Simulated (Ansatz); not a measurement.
Cartesian coordinates in Å:
```
C -0.604 -1.663 2.020
N -0.889 -1.156 0.696
C -1.434 -2.158 -0.182
Zr -0.424 0.786 0.413
Cl -1.651 2.079 2.022
O 1.491 1.105 0.521
C 2.830 0.975 0.792
C 3.160 -0.386 1.372
F 2.527 -0.597 2.534
F 4.474 -0.485 1.602
F 2.813 -1.380 0.548
N -1.007 1.224 -1.459
C -0.296 1.657 -2.633
C -2.440 1.156 -1.640
H -1.513 -2.037 2.510
H -0.197 -0.876 2.667
H 0.135 -2.475 1.996
H -2.375 -2.570 0.213
H -0.739 -2.999 -0.312
H -1.636 -1.736 -1.168
H 3.168 1.723 1.519
H 3.432 1.087 -0.118
H 0.777 1.700 -2.435
H -0.457 0.969 -3.475
H -0.622 2.655 -2.956
H -2.717 0.434 -2.421
H -2.939 0.838 -0.714
H -2.864 2.132 -1.911
```

Total charge 0; spin multiplicity 1. Zr: def2 effective core potential.

**Question.** List the PBE0/def2-TZVPP orbital energies in eV (the Gaussian-basis code of Ansatz). (An estimate is asked.)

**Answer.** The calculation gave: Occupied: -2766.26, -675.09, -675.05, -675.04, -522.95, -391.27, -391.03, -284.91, -280.37, -279.11, -278.95, -278.82, -278.75, -258.12, -196.33, -196.29, -196.29, -58.51, -36.93, -35.20, -34.92, -34.76, -34.48, -34.43, -28.26, -25.10, -24.84, -21.49, -21.42, -20.21, -19.95, -18.84, -17.21, -17.01, -16.96, -16.92, -15.84, -13.80, -13.78, -13.41, -13.31, -13.28, -13.11, -12.99, -12.91, -12.74, -12.62, -12.34, -12.17, -11.86, -11.80, -11.29, -11.03, -10.76, -10.49, -9.60, -9.55, -9.34, -8.97, -8.80, -8.53, -8.47, -6.79, -6.51. Lowest empty: -0.51, -0.19, 0.00, 0.27, 0.33, 0.54, 1.04, 1.16.
